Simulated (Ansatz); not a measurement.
Species: AlH, charge 1, multiplicity 2. SMILES of the parent species: [AlH]

Atoms: Al1, H2. Bonds: Al1-H2.

Bond lengths (Å) and angles (degrees) optimised at HF/3-21G with Ansatz (a first-principles code); HF/6-31G* with Ansatz; PBE/6-31G* with Ansatz, each started from the B3LYP-D3(BJ)/def2-TZVP structure (Ansatz) of the last column. A row stands for all coordinates that are equal there. 6-31G* holds six Cartesian d functions.

```
coordinate  HF/3-21G  HF/6-31G*  PBE/6-31G*  B3LYP-D3(BJ)/def2-TZVP
----------  --------  ---------  ----------  ----------------------
Al1-H2         1.622      1.595       1.644                   1.623
```

Mean signed difference of all 1 bond lengths from B3LYP-D3(BJ)/def2-TZVP: HF/3-21G -0.001 Å, HF/6-31G* -0.028 Å, PBE/6-31G* 0.021 Å.
